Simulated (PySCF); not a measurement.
CH6FNOSi2, SMILES F[Si@@H]1CN[SiH2]O1. Geometry optimised at PBE-D3(BJ)/def2-SVP. The structure was generated by enumeration; whether it is a known compound was not checked. The values are those of a single conformer.

Task: Give the equilibrium geometry at PBE-D3(BJ)/def2-SVP (PySCF confirms it by a frequency run) as a Z-matrix. (An estimate is asked for; the answer gives what the named calculation found.)

Result: This is not unique; one that fits is 
```
N
H 1 1.0212
C 1 1.4632 2 116.35
H 3 1.1147 1 112.24 2 54.72
H 3 1.1184 4 106.63 1 125.34
Si 1 1.7453 2 124.63 3 -172.46
O 6 1.6971 1 99.48 2 -177.78
Si 7 1.6747 6 114.30 1 0.34
F 8 1.6373 7 110.06 6 109.66
H 8 1.4929 9 106.12 7 -120.68
H 6 1.5037 7 111.60 8 -119.18
H 6 1.5067 11 108.15 7 118.96
```
Charge 0, spin multiplicity 1.
